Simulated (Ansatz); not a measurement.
System: sum formula SiNH3Cl3, charge 1, multiplicity 1. It need not be the lowest isomer of its formula. 
Geometry from a B3LYP-D3(BJ)/def2-TZVP (Ansatz, a program for electronic structure) optimisation:
```xyz
8

Si     0.0417     0.0080     0.0072
Cl     0.0847    -1.3430    -1.4638
Cl    -0.5987    -0.6837     1.7685
Cl    -0.6847     1.7954    -0.5110
N      1.8710     0.3610     0.3220
H      2.3724    -0.4872     0.6010
H      2.3303     0.7281    -0.5165
H      1.9952     1.0514     1.0681
```
Charge +1, spin multiplicity 1.

Basis-set convergence of Hartree-Fock and CCSD(T) correlation energies (hartree) with Ansatz. Correlated levels leave the core frozen unless marked. No spin-orbit coupling. Non-relativistic.

```tsv
basis	functions	E(HF)	E(corr, CCSD(T))	rough core time
cc-pV(D+d)Z	121	-1723.59499	-0.74728	under 20 s
cc-pV(T+d)Z	228	…	…	70 s
```

### Question
Some entries are withheld; supply them.

### Answer

- cc-pV(T+d)Z, E(HF): -1723.68443
- cc-pV(T+d)Z, E(corr, CCSD(T)): -0.98739
